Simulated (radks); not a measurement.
Values are calculated unless marked as measured or tabulated.
Species: Pb2+. Configuration: [Xe] 4f12 5d10 6s1 6p3 (not the ground configuration). Code: a radial shooting solver on a logarithmic mesh with Libxc functionals. Model: Dirac Kohn-Sham, PBEsol, spin-unpolarised, spherical densities, finite nucleus; open shells fill j = l - 1/2 first; Fermi nuclear charge, rms radius 5.5012 fm.

Normalised radial functions P(r) = r R(r) (large component), r in bohr:

| r | 5p3/2 | 6p1/2 |
|---|---|---|
| 0.00061 | 0.0007 | 0.0027 |
| 0.0008267 | 0.0013 | 0.0037 |
| 0.001111 | 0.0022 | 0.0050 |
| 0.001506 | 0.0039 | 0.0068 |
| 0.002041 | 0.0068 | 0.0094 |
| 0.002767 | 0.0117 | 0.0131 |
| 0.00372 | 0.0198 | 0.0184 |
| 0.005041 | 0.0334 | 0.0263 |
| 0.006832 | 0.0553 | 0.0375 |
| 0.009186 | 0.0880 | 0.0524 |
| 0.01245 | 0.1364 | 0.0723 |
| 0.01687 | 0.2002 | 0.0952 |
| 0.02287 | 0.2713 | 0.1160 |
| 0.03074 | 0.3248 | 0.1237 |
| 0.04167 | 0.3191 | 0.1020 |
| 0.05647 | 0.1965 | 0.0352 |
| 0.07592 | -0.0542 | -0.0674 |
| 0.1029 | -0.3538 | -0.1602 |
| 0.1394 | -0.4576 | -0.1492 |
| 0.189 | -0.1458 | 0.0136 |
| 0.2541 | 0.4161 | 0.2088 |
| 0.3444 | 0.6708 | 0.2104 |
| 0.4667 | 0.1574 | -0.0705 |
| 0.6275 | -0.7254 | -0.3529 |
| 0.8504 | -1.2090 | -0.2879 |
| 1.152 | -0.9696 | 0.1547 |
| 1.562 | -0.4573 | 0.6148 |
| 2.1 | -0.1320 | 0.7642 |
| 2.846 | -0.0199 | 0.5811 |
| 3.857 | -0.0013 | 0.2761 |
| 5.186 | 0.0000 | 0.0805 |
| 7.028 | 0.0000 | 0.0116 |

5p3/2: eigenvalue -115.41 eV, 3 radial nodes at r = 0.0719, 0.205, 0.493 bohr, <r> = 0.965 bohr, 90 % of the charge inside 1.39 bohr. 6p1/2: eigenvalue -23.607 eV, 4 radial nodes at r = 0.0630, 0.185, 0.439, 1.05 bohr, <r> = 2.32 bohr, 90 % of the charge inside 3.36 bohr.
